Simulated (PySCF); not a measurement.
Species: C6H14N2Si2.
Geometry (PBE0-D3(BJ)/def2-SVP, Å), atoms numbered from 1 in this order:
```
atom  x, y, z in Å
C1     2.9979    1.2969   -1.3560
Si2    2.6152   -0.3138   -0.4889
N3     1.7372   -0.0660    1.0044
Si4    0.2572   -0.8181    1.5111
C5    -1.2640   -0.0062    0.7456
C6    -2.6692   -0.6439    0.8685
C7    -2.9535   -0.2413   -0.5885
C8    -1.4279   -0.1047   -0.8026
C9    -0.9094    0.9854   -1.6065
N10   -0.4801    1.8741   -2.2134
H11    2.0714    1.8217   -1.6347
H12    3.5810    1.1095   -2.2716
H13    3.5973    1.9576   -0.7093
H14    3.8959   -1.0565   -0.2466
H15    1.7306   -1.1874   -1.3235
H16    2.1355    0.6065    1.6539
H17    0.1580   -0.7369    3.0018
H18    0.2338   -2.2513    1.0747
H19   -1.3039    1.0565    1.0377
H20   -3.3354   -0.2467    1.6469
H21   -2.6148   -1.7388    0.9836
H22   -3.4847   -0.9508   -1.2392
H23   -3.4454    0.7401   -0.6519
H24   -1.0026   -1.0479   -1.1860
```

All values: PBE0/pcSseg-1 (PySCF, non-relativistic), on one gas-phase PBE0-D3(BJ)/def2-SVP geometry that isn't relaxed in the solvent. The solvent is an IEF-PCM continuum (van der Waals radii × 1.2). The model holds no explicit solvent molecules, cavitation or dispersion.

Gas phase at PBE0/pcSseg-1: HOMO -7.25 eV, LUMO 0.32 eV, dipole 3.02 D.

**Question.** What does the continuum do to the energy, the frontier levels and the dipole at PBE0/pcSseg-1 in acetonitrile and water?

**Answer.** 
| solvent | ε | E(solvent) − E(gas) (kcal/mol) | polarisation term (kcal/mol) | distortion of the solute (kcal/mol) | HOMO (eV) | LUMO (eV) | dipole (D) |
| --- | --- | --- | --- | --- | --- | --- | --- |
| acetonitrile | 35.69 | -6.88 | -8.25 | 1.37 | -7.06 | 0.34 | 4.07 |
| water | 78.36 | -7.06 | -8.52 | 1.46 | -7.06 | 0.33 | 4.09 |

The first energy column is the sum of the next two and covers electrostatics alone. From acetonitrile to water the lowering changes by a factor 1.03, Onsager's factor (ε − 1)/(2ε + 1) by 1.02 and ε itself by 2.2.

**Question.** Which radius a makes the point-dipole formula ΔE = −[(ε − 1)/(2ε + 1)]·μ²/a³ give the value in water, with the gas-phase dipole?

**Answer.** μ = 1.189 au and |ΔE| = 0.01125 Eh give a = 2.09 Å; the farthest nucleus lies 4.32 Å from the centroid of the nuclei, so such a sphere wouldn't even hold the nuclei. The formula assumes a rigid point dipole at the centre of a sphere.

**Question.** Give the dipole vector in the frame of the coordinates (D, pointing from negative to positive charge), gas and water.

**Answer.** Gas (-1.34, -1.30, 2.38), solvent (-1.86, -1.83, 3.15). Its length changes by +35 % and its direction by 2°.

**Question.** Which Hirshfeld charges (PBE0/pcSseg-1) respond most in acetonitrile (means over atoms taken as equivalent)?

**Answer.** 
```
atoms                environment  gas (e)  solvent (e)  change
  N10           nitrile nitrogen   -0.217       -0.271  -0.054
   C9             nitrile carbon   +0.089       +0.104  +0.015
  H16               N–H hydrogen   +0.119       +0.130  +0.011
  H24           methine hydrogen   +0.056       +0.066  +0.010
  H14              Si–H hydrogen   -0.094       -0.100  -0.006
  H22         methylene hydrogen   +0.046       +0.051  +0.005
  H19           methine hydrogen   +0.042       +0.046  +0.004
   C7  four-membered-ring carbon   -0.056       -0.052  +0.004
```

**Question.** Which Mayer bond orders change most in acetonitrile?

**Answer.** 
```
   bond  length (Å)    gas  solvent  change
 Si2–N3       1.750  0.908    0.929  +0.021
 N3–H16       1.016  0.916    0.904  -0.012
 C8–H24       1.103  0.898    0.889  -0.009
Si2–H14       1.500  0.923    0.915  -0.008
 Si4–C5       1.887  0.820    0.827  +0.007
 C1–H11       1.101  0.933    0.940  +0.007
 C9–N10       1.159  2.998    3.005  +0.007
Si4–H18       1.498  0.966    0.961  -0.005
```
